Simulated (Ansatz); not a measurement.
BH2(OEt) (C2H7BO), relaxed as a singlet with RKS PBE-D4/def2-SVP in Ansatz, starting from the GFN2-xTB geometry. Force threshold 0.02 eV/Å.

Another isomer (singlet) lies 1.41 eV lower at PBE0-D4/def2-TZVP; other spin states weren't run for this one.

Start:

Cartesian coordinates in Å:
```
B -0.775 1.570 -0.822
C 0.488 -0.438 -0.354
C 0.322 -0.965 1.068
O 0.312 0.960 -0.383
H -1.697 0.979 -1.271
H -0.762 2.739 -0.749
H -0.232 -0.929 -1.021
H 1.503 -0.642 -0.714
H 0.491 -2.038 1.088
H 1.033 -0.480 1.732
H -0.684 -0.756 1.425
```

Task: Estimate the energy that the relaxation releases and the steps that it takes.

Result: 10.9 kJ/mol, in 10 steps; 13 s on 2 threads of Arm Neoverse V2 on a shared host. No frequencies were taken in this run, so the end may be a saddle point.

Task: Does the start keep its bonding and symmetry?

Result: By distances, no bond broke or formed. The bond that changes most is B1–H6, from 1.17 to 1.22 Å (atoms count from 1).

Task: Predict the relaxed structure.

Result: 
Cartesian coordinates in Å:
```
B -0.765 1.611 -0.872
C 0.446 -0.435 -0.317
C 0.350 -0.995 1.092
O 0.286 0.988 -0.302
H -1.630 0.965 -1.451
H -0.794 2.824 -0.776
H -0.319 -0.891 -0.985
H 1.447 -0.643 -0.752
H 0.547 -2.086 1.086
H 1.092 -0.511 1.758
H -0.659 -0.828 1.519
```
Bond lengths: 1 × C–C 1.52 Å; 1 × B–O 1.35 Å; 1 × C–O 1.43 Å; 5 × C–H 1.11 Å; 2 × B–H 1.22 Å.
